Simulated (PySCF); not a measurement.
C2H6F4Si2, SMILES F[SiH](F)CC[SiH](F)F, CAM-B3LYP/def2-SVP optimised geometry.

```
14

Si    -1.33    -2.79    -2.68
F     -2.94    -2.68    -2.69
F     -0.97    -4.34    -2.40
C     -0.68    -1.73    -1.32
C     -1.17    -0.27    -1.41
Si    -0.57     0.78     0.00
F      1.04     0.78     0.00
F     -1.03     0.09     1.39
H     -0.85    -2.44    -4.03
H      0.42    -1.77    -1.33
H     -0.99    -2.18    -0.36
H     -2.27    -0.23    -1.42
H     -0.84     0.20    -2.35
H     -1.04     2.18     0.00
```

Density from PySCF with CAM-B3LYP/def2-TZVP at that geometry.

Minimum of the electron density along straight lines between bonded atoms, close to the bond critical point (lines longer than 1.1 times the sum of covalent radii, or with two minima, are not listed):

```
bond     length / Å  ρ at the minimum / e bohr⁻³  ∇²ρ there / e bohr⁻⁵  position (fraction from the first atom)
-------  ----------  ---------------------------  --------------------  ---------------------------------------
Si1–F2        1.615                        0.134                  0.92                                     0.42
Si1–F3        1.611                        0.136                  0.92                                     0.42
Si1–C4        1.852                        0.134                  0.15                                     0.39
C4–C5         1.542                        0.231                     ?                                     0.50
C5–Si6        1.853                        0.134                  0.15                                     0.61
Si6–F7        1.614                        0.135                  0.90                                     0.42
Si6–F8        1.614                        0.135                  0.91                                     0.42
Si1–H9        1.477                        0.129                  0.11                                     0.49
C4–H10        1.103                        0.269                 -0.89                                     0.64
C4–H11        1.103                        0.269                 -0.89                                     0.64
C5–H12        1.103                        0.269                 -0.89                                     0.64
C5–H13        1.104                        0.268                 -0.88                                     0.64
Si6–H14       1.476                        0.130                  0.11                                     0.49
```

### Question
Complete the blanks.

### Answer

- C4–C5, ∇²ρ there / e bohr⁻⁵: -0.53
